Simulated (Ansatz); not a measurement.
The cluster Ta2O6H2, relaxed as a singlet with RKS PBE-D4/def2-SVP in Ansatz, starting from the GFN2-xTB geometry. Force threshold 0.02 eV/Å.

In the def2 sets Ta takes a core potential; there is no spin–orbit coupling. The structure holds one bond between oxygen atoms, so isomers without such links may lie far lower. The restricted singlet is unstable towards broken spin symmetry in Hartree–Fock (as tested in another run); at PBE-D4/def2-SVP this wasn't settled. The relaxation made no stability test and no search for a lower SCF solution. No other spin state of charge 0 was run. Another isomer (singlet) lies 1.67 eV lower at PBE0-D4/def2-TZVP; other spin states weren't run for this one.

Start:

```xyz
10

Ta    0.3194   -0.3188   -1.9072
Ta   -0.3286    0.2715    1.9247
O    -0.5804   -1.3660    1.2488
O     0.6294   -0.8545   -3.6675
O     0.9380    0.6569   -0.2952
O     0.0890   -1.8645   -2.9307
O    -0.0742    1.8994    2.5898
O    -0.4051    0.9574   -0.5594
H    -0.6863   -2.1996    0.7843
H     0.0988    2.8182    2.8124
```

**Question.** Estimate the energy that the relaxation releases and the steps that it takes.

**Answer.** 890.2 kJ/mol, in 23 steps; 50 s on 4 threads of Arm Neoverse V1 on a shared host. No frequencies were taken in this run, so the end may be a saddle point.

**Question.** Does the start keep its bonding?

**Answer.** Bonds lost: O5–O8 (atoms count from 1). Metal–metal contacts that move far: Ta1–Ta2 3.93 to 2.96 Å.

**Question.** Predict the relaxed structure.

**Answer.** 
```xyz
10

Ta    0.314   -0.204   -1.808
Ta   -0.185    0.131    1.086
O    -0.793   -1.264    2.226
O     0.810    0.282   -3.625
O     1.276   -0.348    0.022
O     0.417   -1.115   -3.523
O     0.050    1.742    2.066
O    -1.189    0.318   -0.481
H    -1.026   -2.203    2.126
H     0.327    2.661    1.911
```
Bond lengths (bridged metal pairs left out): 8 × O–Ta 1.87 to 2.07 Å; 1 × O–O 1.45 Å; 2 × H–O 0.97 Å.
